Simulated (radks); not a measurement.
Question: The titanium ion Ti4+, configuration [Ar]. Calculated with a radial shooting solver on a logarithmic mesh with Libxc functionals: scalar-relativistic Kohn-Sham, exchange-only LDA, spin-polarised, spherical densities, finite nucleus; Fermi nuclear charge, rms radius 3.5921 fm. Some entries of the table are withheld. Estimate them.

| orbital | occ. | eigenvalue (eV) | <r^2> (bohr^2) | <r> (bohr) |
|---|---|---|---|---|
| 1s | 2 | -4907.342 | (1) | 0.06974 |
| 2s | 2 | -588.9003 | 0.1256 | 0.3259 |
| 2p | 6 | -497.2364 | 0.1041 | 0.2904 |
| 3s | 2 | (2) | (3) | (4) |
| 3p | 6 | -87.5763 | 1.236 | 1.029 |
| 3d | 0 | (5) | 1.612 | 1.152 |
| 4s | 0 | (6) | 6.478 | 2.400 |

Answer: 
(1) 1s <r^2> (bohr^2): 0.006540
(2) 3s eigenvalue (eV): -111.7556
(3) 3s <r^2> (bohr^2): 1.097
(4) 3s <r> (bohr): 0.9778
(5) 3d eigenvalue (eV): -50.7868
(6) 4s eigenvalue (eV): -36.0683
